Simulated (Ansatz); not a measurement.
Level of theory: frozen-core CCSD(T)/cc-pVTZ // B3LYP-D3(BJ)/def2-TZVP (Ansatz, a quantum-chemistry and plane-wave program).

Ansatz 0.2 input:
```yaml
crystal:
  periodic: [false, false, false]
  atoms:
    - { symbol: O, position_ang: [1.57518, -0.586918, -0.823831] }
    - { symbol: C, position_ang: [0.881696, 0.115254, -0.146173] }
    - { symbol: C, position_ang: [-0.610031, -0.149771, 0.051485] }
    - { symbol: F, position_ang: [-1.299657, 0.946875, -0.372706] }
    - { symbol: F, position_ang: [-0.845091, -0.300384, 1.38573] }
    - { symbol: H, position_ang: [1.258526, 1.007665, 0.389661] }
    - { symbol: H, position_ang: [-0.960623, -1.03272, -0.484167] }
basis:
  gaussian: { orbitals: cc-pVTZ }
correlation:
  method: ccsd_t
```

Output:

```
Functional definition: HF
1079 factors; integrals over basis functions are off by at most 9.4e-4 eV
mean field evaluation 1: about -9540.5650 eV, gradient 4.4e1 eV
mean field evaluation 2: about -9540.7786 eV, gradient 4.4e1 eV
mean field evaluation 4: about -9544.3868 eV, gradient 4.1e0 eV
mean field evaluation 8: about -9544.4518 eV, gradient 5.1e-1 eV
mean field evaluation 16: about -9544.4537 eV, gradient 2.1e-6 eV
mean field -9544.45373041 eV, -350.7522051293 hartree, gradient 2.1e-6 eV, S^2 0.000000; 0 other end points of the search recorded, 0 dependent functions left out
5 core orbitals not correlated
reference -9544.45373041 eV, -350.7522051293 hartree; 15, 15 occupied and 158, 158 virtual orbitals, 1079 factors
second order -28.41734504 eV of doubles, -0.00000000 eV of singles
cycle   1  -27.91681571 eV  change    5.0e-1 eV  update   1.2e-1
cycle   2  -28.57236629 eV  change   -6.6e-1 eV  update   3.6e-2
cycle   3  -28.73591989 eV  change   -1.6e-1 eV  update   1.8e-2
cycle   4  -28.71298052 eV  change    2.3e-2 eV  update   4.2e-3
cycle   5  -28.71073507 eV  change    2.2e-3 eV  update   2.0e-3
cycle   6  -28.71292600 eV  change   -2.2e-3 eV  update   6.5e-4
cycle   7  -28.71287274 eV  change    5.3e-5 eV  update   2.3e-4
cycle   8  -28.71266054 eV  change    2.1e-4 eV  update   7.4e-5
cycle   9  -28.71267770 eV  change   -1.7e-5 eV  update   2.7e-5
perturbative correction -1.06217253 eV, -0.0390341206 hartree
Total energy: -9574.22858064 eV, -351.8464106931 hartree
```

Cost: about 2.3 core-minutes (a rough figure).
